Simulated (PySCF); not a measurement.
# Structure from NMR data

Molecular formula: C6H8O. Simulated spectra:

$^{1}$H NMR (400 MHz, computed): δ 7.60 (m, 1H), 6.76 (m, 1H), 6.20 (d, 1H), 6.13 (m, 1H), 6.01 (m, 1H), 2.22 (s, 3H).

$^{13}$C{$^{1}$H} NMR (computed): δ 199.3 (C), 151.1 (CH), 144.2 (CH), 137.1 (CH2), 132.9 (CH), 34.0 (CH3).

[PySCF: GFN2-xTB geometry; NMR shieldings at PBE0/pcSseg-1/GIAO; isolated molecule; relativity neglected; averaged over atoms made equivalent by symmetry, fast rotation or ring inversion; one computed conformer]

Shifts are taken against calculated references (same method and geometry level): $^{1}$H and $^{13}$C vs TMS.

Q: Which of these isomers gave the spectra?
A. C=CC(C=C)C=O
B. O=C/C=C\C1CC1
C. C=C/C=C/C(C)=O

A: C. 

1. The formula gives 3 degrees of unsaturation (no ring in the answer).
2. 6 carbon signals for 6 carbons: no two carbons are equivalent.
3. Carbon types of the structure: 1 × C, 3 × CH, 1 × CH2, 1 × CH3, which accounts for all hydrogens.
4. δC 199.3: ketone carbonyl carbon; low-lying n→π* states of the double bond to the heteroatom give a large paramagnetic term (-259 ppm).
5. δC 151.1: β carbon of a C=C–C=O unit; conjugation with the carbonyl draws π density from the β position.
6. δC 144.2: alkene CH; an sp2 carbon of a C=C bond.
7. δC 137.1: terminal =CH2 carbon; as expected for a trigonal carbon in a double bond.
8. δC 132.9: α carbon of a C=C–C=O unit; an sp2 carbon of a C=C bond.

The others: O=C/C=C\C1CC1 would give 5 carbon signals, not 6; C=CC(C=C)C=O would give 4 carbon signals, not 6.

Shifts are as computed. Against solution values, carbons near 30 ppm lie about +3 ppm off and those near 130 ppm about +5 ppm (rms about the fit 2.1 ppm; single classes can miss by 10 ppm). Of 1328 compounds with measured shifts, 309 miss one by over three times the rms of a fit or turn the order of signals round; such compounds aren't used in these exercises. Signals without a measured value on file couldn't be tested in this way; 1H shifts scatter by 0.2 ppm about their fit, and single ones miss by 0.5 ppm. No couplings were computed; multiplicities are counted from neighbouring protons, with m where these are inequivalent, close in shift, in a saturated or five-membered ring or joined by F or P, and br s for small geminal =CH2 splittings.
